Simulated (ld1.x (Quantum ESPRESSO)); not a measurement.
## A failed generation for arsenic (As)

Input:

```
&input
   title='As', zed=33., rel=1, dft='PBE', iswitch=3,
   config='[Ar] 3d10 4s2 4p2',
   nld=3, rlderiv=2.15, eminld=-6.0, emaxld=5.0, deld=0.02
 /
 &inputp
   pseudotype=3, tm=.true., lloc=-2, rcloc=1.10,
   nlcc=.true., new_core_ps=.true., rcore=0.95,
   which_augfun='PSQ', rmatch_augfun_nc=.true.,
   file_pseudopw='As.UPF', file_wfcaegen='ae.wfc', file_wfcncgen='nc.wfc', file_beta='beta', file_chi='chi', file_wfcusgen='us.wfc'
 /
6
4S  1  0   2.00   0.00  1.26  1.34  0.0
4S  1  0   0.00  -0.90  1.26  1.34  0.0
4P  2  1   2.00   0.00  1.50  1.95  0.0
4P  2  1   0.00   0.45  1.50  1.95  0.0
3D  3  2  10.00   0.00  1.15  1.40  0.0
3D  3  2   0.00  -3.10  1.15  1.40  0.0
 &test
   configts(1)='3d10 4s2 4p2'
 /
```

```bash
ld1.x < As.in > As.out
```

End of the output:

```
     s(4P/4P) =  1.000000  <r> =   2.3132  <r2> =    6.2065  r(max) =   1.8984

     ------------------------ End of All-electron run ------------------------

     Computing logarithmic derivative in   2.13777

       Warning: n=3, l=2 expected 0 nodes, found 1
       Setting wfc to zero for this iteration
       (This warning will only be printed once per wavefunction)

       Zero norm: self consistency problem; state:  2 (l=  0, j=0.0)
       Zero norm: self consistency problem; state:  1 (l=  2, j=0.0)
       Zero norm: self consistency problem; state:  2 (l=  0, j=0.0)
       Zero norm: self consistency problem; state:  2 (l=  0, j=0.0)
       Zero norm: self consistency problem; state:  2 (l=  0, j=0.0)
       Zero norm: self consistency problem; state:  2 (l=  0, j=0.0)
       Zero norm: self consistency problem; state:  2 (l=  0, j=0.0)

 %%%%%%%%%%%%%%%%%%%%%%%%%%%%%%%%%%%%%%%%%%%%%%%%%%%%%%%%%%%%%%%%%%%%%%%%%%%%%%
     Error in routine chargeps (1):
     negative rho
 %%%%%%%%%%%%%%%%%%%%%%%%%%%%%%%%%%%%%%%%%%%%%%%%%%%%%%%%%%%%%%%%%%%%%%%%%%%%%%

     stopping ...
```

**Question.** Why did it fail, and what change makes it run?

**Answer.** The run stopped because the pseudo-density turned negative during the self-consistent test, most likely because a state had been found with a wrong node count and its wave set to zero before. A run that differs only in the following succeeds: waves 4s (bound): rcut 1.30, rcutus 1.45 bohr; 4s channel at -0.9 Ry: rcut 1.30, rcutus 1.45 bohr. This is one of several that fit.
